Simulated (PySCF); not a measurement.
Si(F)2(OH)(SeH) (F2H2OSeSi), SMILES O[Si](F)(F)[SeH].

Geometry: PBE0-D3(BJ)/def2-SVP. The structure was generated by enumeration, and PubChem lists no compound with its InChIKey, so it may never have been made. The values are those of a single conformer.

Two levels are set side by side: TDA-PBE/def2-SVPD (PySCF) and TDA-M06-2X/def2-SVPD (PySCF). Vertical, same geometry. The lowest singlet is HOMO→LUMO 98 % with PBE and HOMO→LUMO+1 84 % with the other functional; states are paired by order. Differences are taken from unrounded values.

```tsv
quantity	TDA-PBE
lowest singlet excitation (eV)	5.43
lowest triplet excitation (TDA) (eV)	5.03
first bright state (f over 0.05) (eV)	7.62
its oscillator strength	0.09
```

Task: These are the TDA-PBE values. What does TDA-M06-2X give? (The exact figures need the calculation; the answer reports its results.)

Result: 
| quantity | TDA-M06-2X | TDA-PBE minus TDA-M06-2X |
|---|---|---|
| lowest singlet excitation (eV) | 5.65 | -0.21 |
| lowest triplet excitation (TDA) (eV) | 5.30 | -0.27 |
| first bright state (f over 0.05) (eV) | 6.25 | 1.37 |
| its oscillator strength | 0.07 | 0.01 |

A lower first singlet is the usual sign of a functional without exact exchange. Differences between two approximate levels are no errors against the true value.

Rough cost on one machine, each run with all the roots and properties that it gave: TDA-M06-2X against TDA-PBE about 8 times.
